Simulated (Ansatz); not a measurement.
Na₁₀Br₁₀ (started as a model of: 2x2x5 NaBr rock-salt block), relaxed as a singlet with RKS r2SCAN-D4/def2-SVP in Ansatz, starting from the GFN2-xTB geometry. Force threshold 0.03 eV/Å.

Single mean-field runs in def2-SVP are fitted with def2-universal-jkfit.

Start:

Cartesian coordinates in Å:
```
Na 5.7506 0.3139 -0.1077
Br 3.3450 -0.8031 0.6460
Na 0.8040 -1.6119 1.1770
Br -1.6851 -2.5012 1.7819
Na -4.3493 -3.0960 2.1580
Br 5.1390 0.5134 -2.8099
Na 2.5802 -0.4426 -2.3659
Br 0.0354 -1.3113 -1.8084
Na -2.5054 -2.1546 -1.2211
Br -5.0603 -2.9259 -0.5215
Br 5.0564 2.9263 0.5283
Na 2.5022 2.1548 1.2243
Br -0.0385 1.3104 1.8063
Na -2.5802 0.4450 2.3657
Br -5.1297 -0.5114 2.8085
Na 4.3545 3.0960 -2.1521
Br 1.6881 2.4979 -1.7820
Na -0.8107 1.6049 -1.1879
Br -3.3463 0.8044 -0.6492
Na -5.7501 -0.3092 0.1096
```

```json
{"step": "1", "energy (eV)": "-744553.0590", "largest force component (eV/Å)": "0.302", "SCF passes": "14"}
{"step": "2", "energy (eV)": "-744553.4150", "largest force component (eV/Å)": "0.158", "SCF passes": "22"}
{"step": "3", "energy (eV)": "-744553.5277", "largest force component (eV/Å)": "0.032", "SCF passes": "17"}
{"step": "4", "energy (eV)": "-744553.5302", "largest force component (eV/Å)": "0.012", "SCF passes": "16"}
```

Force components are those of the run's own axes.

End:

```xyz
20

Na    5.7942    0.4144   -0.1816
Br    3.4150   -0.7842    0.6373
Na    0.6993   -1.3930    1.0233
Br   -1.7525   -2.5269    1.7964
Na   -4.4713   -3.0484    2.1195
Br    5.2939    0.5152   -2.9145
Na    2.6642   -0.2309   -2.1338
Br    0.0363   -1.2952   -1.7870
Na   -2.6010   -2.0067   -0.9529
Br   -5.2224   -3.0324   -0.5573
Br    5.2218    3.0325    0.5587
Na    2.6007    2.0063    0.9525
Br   -0.0365    1.2951    1.7858
Na   -2.6639    0.2308    2.1332
Br   -5.2930   -0.5145    2.9155
Na    4.4716    3.0488   -2.1183
Br    1.7527    2.5266   -1.7969
Na   -0.6995    1.3927   -1.0247
Br   -3.4152    0.7838   -0.6379
Na   -5.7944   -0.4141    0.1826
```

By distances, no bond broke or formed, bridged metal pairs apart. The bond that changes most is Br13–Na18, from 3.11 to 2.89 Å (atoms count from 1). Metal–metal contacts that move far: Na7–Na12 4.43 to 3.81 Å, Na9–Na14 4.43 to 3.81 Å, Na3–Na18 4.31 to 3.73 Å.

No frequencies were taken in this run, so the end may be a saddle point.

Hardware: 8 threads of AMD EPYC on a shared host. Wall time 6.5 min, peak host memory 3.1 GiB.
